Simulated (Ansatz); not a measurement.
# Molecular dynamics of C3H7FSi2

Input file:

```yaml
crystal:
  periodic: [false, false, false]
  atoms:
    - { symbol: C, position_ang: [-0.394776, 0.875352, -1.821199] }
    - { symbol: Si, position_ang: [0.287799, 0.818083, -0.051422] }
    - { symbol: Si, position_ang: [1.288299, -0.963272, 0.730525] }
    - { symbol: C, position_ang: [-0.287417, -1.018423, 1.744293] }
    - { symbol: C, position_ang: [-0.989154, 0.10524, 1.245589] }
    - { symbol: F, position_ang: [-2.258219, 0.582022, 1.399002] }
    - { symbol: H, position_ang: [-1.062959, -0.031656, -1.977292] }
    - { symbol: H, position_ang: [-0.912402, 1.809205, -2.149822] }
    - { symbol: H, position_ang: [0.531963, 0.568237, -2.346818] }
    - { symbol: H, position_ang: [0.989613, 2.078262, 0.372439] }
    - { symbol: H, position_ang: [2.564883, -0.688774, 1.427302] }
    - { symbol: H, position_ang: [1.503261, -2.220423, -0.000555] }
    - { symbol: H, position_ang: [-0.625615, -1.783645, 2.437326] }
magnetization:
  spin_polarized: true
basis:
  gaussian: { orbitals: STO-3G }
hamiltonian:
  xc: pbe
md:
  timestep: 1.0
  n_steps: 250
  ensemble: nvt_langevin
  temperature: 2000.0
  initial_velocities: maxwell_boltzmann
  seed: 117678
  friction: 0.02
```

Run as:

```bash
$ ansatz run input.yaml --threads 1 --pin off --max-ram 2048MiB --backend cpu --events-out ev --progress --plain --runs-dir out
```

It goes on from the last frame of an earlier run, with new velocities.

Output, in part (one step line in 9, the closing report, with atoms numbered from 0):

```
md step     0: t =     0.00 fs  T =  1846.2 K  F+E_penalty+E_count = -21420.40247043 eV  E_kin = 3.102240 eV  (27 SCF iters)
md step     9: t =     9.00 fs  T =  1537.4 K  F+E_penalty+E_count = -21418.92000814 eV  E_kin = 2.583467 eV  (30 SCF iters)
md step    18: t =    18.00 fs  T =  1715.8 K  F+E_penalty+E_count = -21418.29873160 eV  E_kin = 2.883118 eV  (29 SCF iters)
md step    27: t =    27.00 fs  T =  1533.7 K  F+E_penalty+E_count = -21418.04708629 eV  E_kin = 2.577135 eV  (30 SCF iters)
md step    36: t =    36.00 fs  T =  1574.9 K  F+E_penalty+E_count = -21417.90010462 eV  E_kin = 2.646496 eV  (31 SCF iters)
md step    45: t =    45.00 fs  T =  1620.6 K  F+E_penalty+E_count = -21418.06313351 eV  E_kin = 2.723275 eV  (31 SCF iters)
md step    54: t =    54.00 fs  T =  2047.3 K  F+E_penalty+E_count = -21418.04611704 eV  E_kin = 3.440237 eV  (30 SCF iters)
md step    63: t =    63.00 fs  T =  2111.7 K  F+E_penalty+E_count = -21418.46552186 eV  E_kin = 3.548465 eV  (30 SCF iters)
md step    72: t =    72.00 fs  T =  1559.8 K  F+E_penalty+E_count = -21417.21052780 eV  E_kin = 2.621050 eV  (31 SCF iters)
md step    81: t =    81.00 fs  T =  2635.1 K  F+E_penalty+E_count = -21418.43499814 eV  E_kin = 4.427976 eV  (30 SCF iters)
md step    90: t =    90.00 fs  T =  2118.8 K  F+E_penalty+E_count = -21417.95568836 eV  E_kin = 3.560385 eV  (29 SCF iters)
md step    99: t =    99.00 fs  T =  2466.6 K  F+E_penalty+E_count = -21417.49692938 eV  E_kin = 4.144743 eV  (30 SCF iters)
md step   108: t =   108.00 fs  T =  2567.6 K  F+E_penalty+E_count = -21417.61963846 eV  E_kin = 4.314620 eV  (30 SCF iters)
md step   117: t =   117.00 fs  T =  2377.2 K  F+E_penalty+E_count = -21417.51803904 eV  E_kin = 3.994616 eV  (31 SCF iters)
md step   126: t =   126.00 fs  T =  2373.0 K  F+E_penalty+E_count = -21418.25726516 eV  E_kin = 3.987543 eV  (31 SCF iters)
md step   135: t =   135.00 fs  T =  1819.5 K  F+E_penalty+E_count = -21418.29878708 eV  E_kin = 3.057414 eV  (30 SCF iters)
md step   144: t =   144.00 fs  T =  1250.9 K  F+E_penalty+E_count = -21418.17050220 eV  E_kin = 2.101905 eV  (28 SCF iters)
md step   153: t =   153.00 fs  T =  2101.1 K  F+E_penalty+E_count = -21418.48284683 eV  E_kin = 3.530580 eV  (30 SCF iters)
md step   162: t =   162.00 fs  T =  1814.6 K  F+E_penalty+E_count = -21418.49963863 eV  E_kin = 3.049278 eV  (30 SCF iters)
md step   171: t =   171.00 fs  T =  1853.3 K  F+E_penalty+E_count = -21417.95195082 eV  E_kin = 3.114315 eV  (30 SCF iters)
md step   180: t =   180.00 fs  T =  2102.1 K  F+E_penalty+E_count = -21417.80954794 eV  E_kin = 3.532326 eV  (31 SCF iters)
md step   189: t =   189.00 fs  T =  2203.7 K  F+E_penalty+E_count = -21418.89492264 eV  E_kin = 3.703037 eV  (30 SCF iters)
md step   198: t =   198.00 fs  T =  1720.3 K  F+E_penalty+E_count = -21418.83720755 eV  E_kin = 2.890764 eV  (30 SCF iters)
md step   207: t =   207.00 fs  T =  1364.5 K  F+E_penalty+E_count = -21419.28588984 eV  E_kin = 2.292805 eV  (30 SCF iters)
md step   216: t =   216.00 fs  T =  1478.1 K  F+E_penalty+E_count = -21419.72269345 eV  E_kin = 2.483843 eV  (30 SCF iters)
md step   225: t =   225.00 fs  T =  1821.0 K  F+E_penalty+E_count = -21419.80667940 eV  E_kin = 3.060031 eV  (30 SCF iters)
md step   234: t =   234.00 fs  T =  1138.0 K  F+E_penalty+E_count = -21418.50535364 eV  E_kin = 1.912268 eV  (30 SCF iters)
md step   243: t =   243.00 fs  T =  1639.5 K  F+E_penalty+E_count = -21419.02564466 eV  E_kin = 2.754988 eV  (28 SCF iters)
md step   250: t =   250.00 fs  T =  1466.2 K  F+E_penalty+E_count = -21418.71200444 eV  E_kin = 2.463790 eV  (29 SCF iters)
Total energy: -21418.71202986 eV, -787.1231489730 hartree
Atom 0 at     0.994393    -1.264024    -3.007025 Å, force    -0.241778    -2.202708     0.171597 eV/Å
Atom 1 at     1.062133    -0.334145    -1.289953 Å, force     3.273226    -3.501834     0.144889 eV/Å
Atom 2 at     0.606900    -1.603324     0.713701 Å, force    -0.264582     3.524611    -2.382257 eV/Å
Atom 3 at    -0.907349    -0.470728     0.481032 Å, force     1.033239     0.666310    -1.103594 eV/Å
Atom 4 at    -0.514004     0.205665    -0.698899 Å, force    -2.976588    -0.415912     4.008131 eV/Å
Atom 5 at    -1.403686     1.050077    -1.200432 Å, force    -1.719263     2.206529    -2.040058 eV/Å
Atom 6 at     1.402354    -2.322048    -3.091382 Å, force    -1.531187    -0.112360     1.698517 eV/Å
Atom 7 at     0.007907    -1.318895    -3.642555 Å, force     2.300283     1.058760     0.993602 eV/Å
Atom 8 at     1.940717    -0.957456    -3.424041 Å, force     0.005779     2.301415    -2.014869 eV/Å
Atom 9 at     2.338453     0.469506    -1.354210 Å, force    -1.108599    -0.102662     0.073517 eV/Å
Atom 10 at     1.381420    -1.646939     1.914012 Å, force     0.253530    -0.168334     0.728507 eV/Å
Atom 11 at    -0.001481    -2.744530     0.280372 Å, force    -0.412200    -3.078085    -0.280709 eV/Å
Atom 12 at    -1.983414    -0.362074     0.845307 Å, force     1.388140    -0.175732     0.002727 eV/Å
Dipole moment:     0.250123    -0.054372    -0.024034 e Å
```

All steps were run. The mean temperature of the second half is 12 % below the set value. A run of 0.25 ps of so small a system gives no equilibrium averages. Limits of this set-up: minimal basis.

The same pairs are bonded in the first frame and the last. Pairs count as bonded within 1.25 times the sum of covalent radii (0.12 Å more for H–H).

Last frame:

```xyz
13
Properties=species:S:1:pos:R:3
C 0.994 -1.264 -3.007
Si 1.062 -0.334 -1.290
Si 0.607 -1.603 0.714
C -0.907 -0.471 0.481
C -0.514 0.206 -0.699
F -1.404 1.050 -1.200
H 1.402 -2.322 -3.091
H 0.008 -1.319 -3.643
H 1.941 -0.958 -3.424
H 2.338 0.469 -1.354
H 1.381 -1.647 1.914
H -0.002 -2.744 0.280
H -1.983 -0.362 0.845
```

The run took 21 min on 1 thread of Arm Neoverse V1, with other jobs on the host, peak memory 0.13 GiB.
